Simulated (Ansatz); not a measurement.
Si2N2O, relaxed as a singlet with RKS r2SCAN-D4/def2-SVP in Ansatz, starting from the GFN2-xTB geometry. Force threshold 0.02 eV/Å.

The restricted singlet is unstable towards broken spin symmetry in Hartree–Fock (as tested in another run); at r2SCAN-D4/def2-SVP this wasn't settled. Another isomer (singlet) lies 2.68 eV lower at PBE0-D4/def2-TZVP; other spin states weren't run for this one.

Start:

```xyz
5

Si    0.667   -1.508    0.005
Si   -0.676    1.497    0.003
N    -1.261    2.939   -0.034
N    -0.057   -0.079    0.052
O     1.326   -2.849   -0.026
```

**Question.** Estimate the energy that the relaxation releases and the steps that it takes.

**Answer.** 0.08 eV, in 6 steps; 4.6 s on 4 threads of Arm Neoverse V2 on a shared host. The force fell under the threshold at step 4, but the optimiser went on. No frequencies were taken in this run, so the end may be a saddle point.

**Question.** Does the start keep its bonding?

**Answer.** By distances, no bond broke or formed. The bond that changes most is Si1–N4, from 1.60 to 1.57 Å (atoms count from 1).

**Question.** Predict the relaxed structure.

**Answer.** 
```xyz
5

Si    0.661   -1.479    0.002
Si   -0.663    1.478    0.000
N    -1.298    2.920   -0.007
N     0.015   -0.049    0.004
O     1.285   -2.870    0.002
```
Bond lengths: 3 × N–Si 1.57 to 1.67 Å; 1 × O–Si 1.52 Å.
